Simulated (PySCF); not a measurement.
CH4BrGaO, SMILES C[O][GaH][Br]. Atoms are numbered in the order given.

```xyz
8

Ga    -0.8437    -0.4987     0.0000
H     -2.3872    -0.5556     0.0000
Br     0.3663     1.4585     0.0000
O      0.1102    -1.9948     0.0000
C      1.5207    -2.1045     0.0000
H      1.8454    -2.6641     0.8939
H      1.8454    -2.6641    -0.8939
H      2.0264    -1.1222     0.0000
```
Charge 0, spin multiplicity 1.

The structure is a stationary point at TPSSh-D3(BJ)/def2-SVP. The structure was generated by enumeration; whether it is a known compound was not checked. One conformer was computed; it need not be the lowest.

All values below come from PBE0/def2-TZVP in PySCF.

Symmetry labels are those of the subgroup Cs that the program uses (full group Cs).

Computed valence orbital energies around the gap with their symmetry:
```tsv
orbital	symmetry	energy (eV)
HOMO−7	A"	-12.41
HOMO−6	A'	-12.36
HOMO−5	A'	-11.47
HOMO−4	A'	-9.68
HOMO−3	A"	-8.79
HOMO−2	A'	-8.55
HOMO−1	A'	-8.42
HOMO	A"	-8.14
LUMO	A"	-1.21
LUMO+1	A'	-0.63
LUMO+2	A'	1.04
LUMO+3	A'	1.78
```
